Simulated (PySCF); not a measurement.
PySCF input (M06-2X/6-311+G**):

```python
from pyscf import gto, dft

mol = gto.M(
    atom='''
    O    -1.40624800   -0.90498400    0.18951500
    B    -0.50228900    0.10911800    0.10194900
    O    -0.95321800    1.39468400    0.25858300
    Si    1.40401100   -0.35401200   -0.33604200
    H    -2.30303900   -0.59219100    0.36881800
    H    -0.27625400    2.07435600    0.20327700
    H     1.90568000   -1.68879000    0.06221600
    H     2.40462800    0.69960600   -0.02425400
    ''',
    basis='6-311+g**',
    charge=0,
    spin=1,
    verbose=4,
)

mf = dft.UKS(mol, xc='m062x')
mf.grids.level = 4
mf.conv_tol = 1e-9
mf.max_cycle = 100
mf.max_memory = 1500
mf.kernel()
if not mf.converged:
    mf = mf.newton()
    mf.kernel(mf.make_rdm1())
mo, _, stable, _ = mf.stability(return_status=True)
if not stable:
    mf.kernel(mf.make_rdm1(mo, mf.mo_occ))
    stable = mf.stability(return_status=True)[2]
mf.dip_moment()
```

Output:

```
PySCF version 2.14.0

[INPUT] verbose = 4
[INPUT] num. atoms = 8
[INPUT] num. electrons = 39
[INPUT] charge = 0
[INPUT] spin (= nelec alpha-beta = 2S) = 1
[INPUT] symmetry False subgroup None
[INPUT] Mole.unit = angstrom
[INPUT] Symbol           X                Y                Z      unit          X                Y                Z       unit  Magmom
[INPUT]  1 O     -1.406248000000  -0.904984000000   0.189515000000 AA   -2.657423583217  -1.710171907113   0.358131446497 Bohr   0.0
[INPUT]  2 B     -0.502289000000   0.109118000000   0.101949000000 AA   -0.949188645382   0.206203135260   0.192655688673 Bohr   0.0
[INPUT]  3 O     -0.953218000000   1.394684000000   0.258583000000 AA   -1.801320957006   2.635570790313   0.488651050468 Bohr   0.0
[INPUT]  4 Si     1.404011000000  -0.354012000000  -0.336042000000 AA    2.653196265877  -0.668985724810  -0.635027346351 Bohr   0.0
[INPUT]  5 H     -2.303039000000  -0.592191000000   0.368818000000 AA   -4.352112964192  -1.119078803432   0.696965009810 Bohr   0.0
[INPUT]  6 H     -0.276254000000   2.074356000000   0.203277000000 AA   -0.522044400816   3.919964724848   0.384137857423 Bohr   0.0
[INPUT]  7 H      1.905680000000  -1.688790000000   0.062216000000 AA    3.601213281061  -3.191350581904   0.117571200566 Bohr   0.0
[INPUT]  8 H      2.404628000000   0.699606000000  -0.024254000000 AA    4.544088351461   1.322063735102  -0.045833417425 Bohr   0.0

nuclear repulsion = 140.16012041665
number of shells = 60
number of NR pGTOs = 186
number of NR cGTOs = 120
basis = 6-311+g**
ecp = {}

******** <class 'pyscf.dft.uks.UKS'> ********
method = UKS
initial guess = minao
damping factor = 0
level_shift factor = 0
DIIS = <class 'pyscf.scf.diis.CDIIS'>
diis_start_cycle = 1
diis_space = 8
diis_damp = 0
SCF conv_tol = 1e-09
SCF conv_tol_grad = None
SCF max_cycles = 100
direct_scf = True
direct_scf_tol = 1e-13
number electrons alpha = 20  beta = 19
XC library pyscf.dft.libxc version 7.1.2
    S. Lehtola, C. Steigemann, M. J. T. Oliveira, and M. A. L. Marques,  SoftwareX 7, 1–5 (2018)
XC functionals = m062x
    Y. Zhao and D. G. Truhlar,  Theor. Chem. Acc. 120, 215 (2008)
    Y. Zhao and D. G. Truhlar,  Theor. Chem. Acc. 120, 215 (2008)
radial grids:
    Treutler-Ahlrichs [JCP 102, 346 (1995); DOI:10.1063/1.469408] (M4) radial grids

becke partition: Becke, JCP 88, 2547 (1988); DOI:10.1063/1.454033
pruning grids: <function nwchem_prune>
grids dens level: 4
symmetrized grids: False
atomic radii adjust function: <function treutler_atomic_radii_adjust>
small_rho_cutoff = 0
Set gradient conv threshold to 3.16228e-05
tot grids = 176376
init E= -467.511683715279
  alpha nocc = 20  HOMO = -0.166187097859421  LUMO = -0.0170506230463529
  beta  nocc = 19  HOMO = -0.344186528041778  LUMO = -0.166187097859421

WARN: HOMO -0.166187097859421 >= LUMO -0.166187097859421

cycle= 1 E= -467.105477232813  delta_E= 0.406  |g|= 0.545  |ddm|= 1.57
  alpha nocc = 20  HOMO = -0.254237871278974  LUMO = -0.00724930396979757
  beta  nocc = 19  HOMO = -0.281372374328781  LUMO = -0.100120811357911
  HOMO = -0.254237871279  LUMO = -0.100120811358  gap/eV = 4.19374
cycle= 2 E= -467.074064804303  delta_E= 0.0314  |g|= 0.654  |ddm|= 0.889
  alpha nocc = 20  HOMO = -0.247488929938982  LUMO = -0.00690387767705727
  beta  nocc = 19  HOMO = -0.358434181290344  LUMO = -0.085978132358477
  HOMO = -0.247488929939  LUMO = -0.0859781323585  gap/eV = 4.39493
cycle= 3 E= -467.220306770036  delta_E= -0.146  |g|= 0.0329  |ddm|= 0.459
  alpha nocc = 20  HOMO = -0.247007739510508  LUMO = -0.00606972007055974
  beta  nocc = 19  HOMO = -0.358943416005985  LUMO = -0.0824861984918641
  HOMO = -0.247007739511  LUMO = -0.0824861984919  gap/eV = 4.47686
cycle= 4 E= -467.221002183661  delta_E= -0.000695  |g|= 0.0103  |ddm|= 0.0616
  alpha nocc = 20  HOMO = -0.248181741251841  LUMO = -0.006099478108657
  beta  nocc = 19  HOMO = -0.35803979533053  LUMO = -0.0826236851490734
  HOMO = -0.248181741252  LUMO = -0.0826236851491  gap/eV = 4.50506
cycle= 5 E= -467.221116071283  delta_E= -0.000114  |g|= 0.00431  |ddm|= 0.0295
  alpha nocc = 20  HOMO = -0.248611793641146  LUMO = -0.00612513714015746
  beta  nocc = 19  HOMO = -0.358914571368016  LUMO = -0.0828812600622939
  HOMO = -0.248611793641  LUMO = -0.0828812600623  gap/eV = 4.50976
cycle= 6 E= -467.221137471404  delta_E= -2.14e-05  |g|= 0.00205  |ddm|= 0.0125
  alpha nocc = 20  HOMO = -0.248683472962668  LUMO = -0.00606987853473097
  beta  nocc = 19  HOMO = -0.35893682577836  LUMO = -0.0829956331559316
  HOMO = -0.248683472963  LUMO = -0.0829956331559  gap/eV = 4.50860
cycle= 7 E= -467.221142533381  delta_E= -5.06e-06  |g|= 0.00117  |ddm|= 0.00671
  alpha nocc = 20  HOMO = -0.248743078243095  LUMO = -0.00602284384335056
  beta  nocc = 19  HOMO = -0.358878171107185  LUMO = -0.0830790436155269
  HOMO = -0.248743078243  LUMO = -0.0830790436155  gap/eV = 4.50795
cycle= 8 E= -467.221143672955  delta_E= -1.14e-06  |g|= 0.000289  |ddm|= 0.00301
  alpha nocc = 20  HOMO = -0.248780357354605  LUMO = -0.00602546465452087
  beta  nocc = 19  HOMO = -0.358939952670701  LUMO = -0.0831138216528728
  HOMO = -0.248780357355  LUMO = -0.0831138216529  gap/eV = 4.50802
cycle= 9 E= -467.221143812936  delta_E= -1.4e-07  |g|= 8.46e-05  |ddm|= 0.00121
  alpha nocc = 20  HOMO = -0.248769713656557  LUMO = -0.00602059044631424
  beta  nocc = 19  HOMO = -0.358921918761484  LUMO = -0.0831104503250515
  HOMO = -0.248769713657  LUMO = -0.0831104503251  gap/eV = 4.50782
cycle= 10 E= -467.221143825808  delta_E= -1.29e-08  |g|= 2.91e-05  |ddm|= 0.000235
  alpha nocc = 20  HOMO = -0.248771740637153  LUMO = -0.00602106791410887
  beta  nocc = 19  HOMO = -0.358924443811783  LUMO = -0.0831154018642337
  HOMO = -0.248771740637  LUMO = -0.0831154018642  gap/eV = 4.50774
cycle= 11 E= -467.22114382835  delta_E= -2.54e-09  |g|= 9.5e-06  |ddm|= 0.000104
  alpha nocc = 20  HOMO = -0.248770916704999  LUMO = -0.00602105621111658
  beta  nocc = 19  HOMO = -0.358923407210707  LUMO = -0.0831153285055422
  HOMO = -0.248770916705  LUMO = -0.0831153285055  gap/eV = 4.50772
cycle= 12 E= -467.221143828514  delta_E= -1.64e-10  |g|= 7.22e-06  |ddm|= 3.19e-05
  alpha nocc = 20  HOMO = -0.248771136790182  LUMO = -0.00602102671673332
  beta  nocc = 19  HOMO = -0.358924086593269  LUMO = -0.0831154316568501
  HOMO = -0.24877113679  LUMO = -0.0831154316569  gap/eV = 4.50772
Extra cycle  E= -467.221143828519  delta_E= -4.77e-12  |g|= 8.21e-06  |ddm|= 1.08e-05
converged SCF energy = -467.221143828519  <S^2> = 0.75432751  2S+1 = 2.0043228
uhf_internal: lowest eigs of H = [0.29695918 0.3393143  0.3709906 ]
<class 'pyscf.dft.uks.UKS'> wavefunction is stable in the internal stability analysis
Dipole moment(X, Y, Z, Debye): -0.08318,  1.48822,  0.11843
```

The geometry given is a B3LYP-D3(BJ)/def2-TZVP minimum.
